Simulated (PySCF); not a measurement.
Isomers of C5H10F2, from PySCF, PBE0-D3(BJ)/def2-SVP geometry optimisation, gas phase. One conformer each, no zero-point energy, no frequencies.

Task: Which is lowest in electronic energy at this level?
A. `[CH3:1][CH2:2][C:3]([F:4])([F:5])[CH2:6][CH3:7]` with C1–C2–C3–F4 56°, C2–C3–C6–C7 63° ((CH3CH2)2CF2): A = 3727, B = 1912, C = 1704 MHz, dipole 2.12 D
B. `CC(C)(C)C(F)F` ((CH3)3CCHF2): A = 3203, B = 2316, C = 1933 MHz, dipole 1.95 D
C. `[CH3:1][CH:2]([CH3:3])[CH2:4][CH:5]([F:6])[F:7]` with C1–C2–C4–C5 174°, C2–C4–C5–F6 -58°: A = 4550, B = 1396, C = 1306 MHz, dipole 2.14 D

Result: A. That is (CH3CH2)2CF2 (`CCC(F)(F)CC`), 3.4 kcal/mol below the next.

```
       SMILES                                     mapped SMILES      E (Eh)  relative (kcal/mol)  relative (kJ/mol)  dipole (D)
  CCC(F)(F)CC   [CH3:1][CH2:2][C:3]([F:4])([F:5])[CH2:6][CH3:7]  -395.54691                  0.0                0.0        2.12
CC(C)(C)C(F)F  [CH3:1][C:2]([CH3:3])([CH3:4])[CH:5]([F:6])[F:7]  -395.54152                  3.4               14.1        1.95
  CC(C)CC(F)F   [CH3:1][CH:2]([CH3:3])[CH2:4][CH:5]([F:6])[F:7]  -395.53728                  6.0               25.3        2.14
```
